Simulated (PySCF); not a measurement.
**Correlation energy of Pt (platinum, neutral)**

[Xe] 4f14 5d8 6s1 6p1, one real determinant (an excited configuration). All numbers are calculated (PySCF 2.14, scalar relativity by spin-free X2C-1e, in x2c-TZVPPall with one added diffuse shell each of s, p, d, f type (12s8p8d4f1g, 113 functions)). Frozen: [Xe] 4f14; 10 electrons correlated.

```csv
level,correlation energy (mhartree)
CCSD,-235.25
(T),-9.10
CCSD(T),-244.35
```

Diagnostics: T1 = 0.012, D1 = 0.0382, largest double amplitude 0.041.

Is a single reference adequate?

Yes, within this model without spin-orbit coupling: T1 lies below 0.03 and no double amplitude reaches 0.07.

The reference is one real determinant that mixes LS terms of this configuration.
